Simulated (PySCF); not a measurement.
PySCF input for C2H6GeO3, SMILES C=[CH][Ge]([OH])([OH])[OH] (connectivity only; charge and spin as stated), charge -1, multiplicity 2, C-PCM-ωB97X/def2-SVPD. The structure is a stationary point at PBE0-D3(BJ)/def2-SVPD. One conformer was computed; it need not be the lowest.

```python
import numpy as np
from pyscf import gto, scf, dft
from pyscf.solvent import pcm

mol = gto.M(
    atom='''
    O     2.03828167    0.83817143    0.00000000
    Ge    0.18096948    0.15303732    0.00000000
    O     0.56194338   -0.87115204   -1.48163865
    O     0.56194338   -0.87115204    1.48163864
    C    -1.79813380   -0.32888368    0.00000000
    C    -2.79392636    0.55960775    0.00000000
    H     1.96930550    1.79706207    0.00000001
    H     1.48460326   -0.67586303   -1.67264113
    H     1.48460327   -0.67586303    1.67264113
    H    -2.03722416   -1.40321189   -0.00000000
    H    -2.58388756    1.63725989   -0.00000000
    H    -3.85341011    0.27213858   -0.00000001
    ''',
    basis='def2-SVPD',
    charge=-1,
    spin=1,
    max_memory=1600,
    verbose=3,
)
mf = dft.UKS(mol, xc='wb97x').density_fit(auxbasis='def2-universal-jkfit')
mf.grids.level = 3
mf.conv_tol = 1e-9
mf.max_cycle = 100
mf.kernel()
fine, coarse = mf.grids, dft.Grids(mol).set(level=1).build(with_non0tab=True)
for _ in range(3):  # follow internal instabilities
    mf.grids = coarse
    mo, _, stable, _ = mf.stability(return_status=True, nroots=4)
    mf.grids = fine
    if stable:
        break
    mf.kernel(mf.make_rdm1(mo, mf.mo_occ))
res = {}
for name, eps in {'water': 78.355, 'methanol': 32.613, 'chlorobenzene': 5.6968}.items():
    s = mf.PCM()
    s.with_solvent.method, s.with_solvent.eps, s.with_solvent.lebedev_order = 'C-PCM', eps, 17
    s.kernel(mf.make_rdm1())
    res[name] = (s.e_tot, eps, s.dip_moment(), s.mo_energy, s.converged)
    print(f'{name}: electrostatic solvation free energy {(s.e_tot - mf.e_tot) * 627.509474:.3f} kcal/mol')
```

Program output:

```

WARN: HOMO -0.130731008548392 >= LUMO -0.130731008548394

converged SCF energy = -2382.04484648603  <S^2> = 0.75576195  2S+1 = 2.0057537
<class 'pyscf.df.df_jk.DFUKS'> wavefunction is stable in the internal stability analysis

WARN: PCM is an experimental feature. It is still in testing.
Features and APIs may be changed in the future.

converged SCF energy = -2382.13645754823  <S^2> = 0.75588891  2S+1 = 2.0058803

WARN: System has nonzero charge -1; the dipole moment is origin-dependent.
Location of origin: [0. 0. 0.]

Dipole moment(X, Y, Z, Debye): -1.60006,  2.57319,  0.00000
water: electrostatic solvation free energy -57.487 kcal/mol

WARN: PCM is an experimental feature. It is still in testing.
Features and APIs may be changed in the future.

converged SCF energy = -2382.1347269244  <S^2> = 0.75588574  2S+1 = 2.0058771

WARN: System has nonzero charge -1; the dipole moment is origin-dependent.
Location of origin: [0. 0. 0.]

Dipole moment(X, Y, Z, Debye): -1.58155,  2.54801,  0.00000
methanol: electrostatic solvation free energy -56.401 kcal/mol

WARN: PCM is an experimental feature. It is still in testing.
Features and APIs may be changed in the future.

converged SCF energy = -2382.1208313086  <S^2> = 0.75586123  2S+1 = 2.0058527

WARN: System has nonzero charge -1; the dipole moment is origin-dependent.
Location of origin: [0. 0. 0.]

Dipole moment(X, Y, Z, Debye): -1.43981,  2.35706,  0.00000
chlorobenzene: electrostatic solvation free energy -47.681 kcal/mol
```

Self-consistency was reached.

Cost: very roughly 11 core-minutes.
